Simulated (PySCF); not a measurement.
## AlCu under electron impact: the energy ladder

CCSD(T) in PySCF with def2-TZVPPD on every atom, for the lowest determinant that a PBE0 search found; no spin–orbit coupling.

```tsv
species	state (unpaired electrons)	Re (Å)	ωe (cm⁻¹)	energy of the minimum from the neutral (eV)	De (eV)	dissociates to
AlCu	singlet (closed shell)	2.388	280	0.00	2.04	Al + Cu (3d10 4s1)
AlCu⁺	doublet (σ ↑)	2.478	209	6.77	1.20	Al⁺ + Cu (3d10 4s1)
```

Problem. Work out the lowest energy to break AlCu into atoms, from its vibrational ground state.

Solution. D0 = De − ωe/2 = 2.04 − 0.02 = 2.02 eV (CCSD(T)/def2-TZVPPD).

Problem. Work out the ionisation energy of the Al atom at this level and the threshold of dissociative ionisation.

Solution. IE(Al) = 6.77 + 1.20 − 2.04 = 5.93 eV, so Al⁺ + Cu (3d10 4s1) + e⁻ appears at D0 + IE(Al) = 7.95 eV (CCSD(T)/def2-TZVPPD). The measured IE(Al) is 5.986 eV (NIST ASD).

These are thermodynamic thresholds; the onsets seen under electron impact lie higher where the geometry changes, and cross-sections peak well above them.

Correlated steps freeze 10 core orbitals. For an ion De counts to the pair picked by the measured ionisation energies or electron affinities, which need not be the lowest pair at this level. Where the molecule has an RHF reference, its open-shell atoms are computed with UHF. The CCSD T1 diagnostic is raised in AlCu, a sign that a single reference may not be enough there.
